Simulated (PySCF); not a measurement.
## How methods differ on the excitation energy of Ca

Ca [Ar] 4s2 (1S) → Ca [Ar] 4s1 4p1 (3P), as a difference of total energies. Calculation: PySCF 2.14, in def2-TZVPPD (6s5p3d, 36 functions); no relativity, point nucleus. Correlated levels: valence: [Ar] frozen; valence and next inner shell: [Ne] frozen. The calculations carry no spin-orbit coupling.

```tsv
method	excitation energy (cm⁻¹)	difference from reference (cm⁻¹)
UHF	8145.0	-7118
LDA	15499	+236
PBE	14213	-1050
PBE0	13444	-1819
r2SCAN	12187	-3076
BHandHLYP	14857	-406
B2PLYP	14673	-590
r2SCAN0	12433	-2830
wB97X-V	13841	-1422
MP2 (valence)	11873	-3390
SCS-MP2 (valence)	12910	-2353
MP2 (valence and next inner shell)	14034	-1230
SCS-MP2 (valence and next inner shell)	14600	-663
```

Reference: 15263 cm⁻¹ (measured; NIST levels, between the centres of gravity of the two terms).

These non-relativistic numbers lack the scalar-relativistic shift.

Errors of the correlated levels include the incompleteness of this basis and the frozen core.
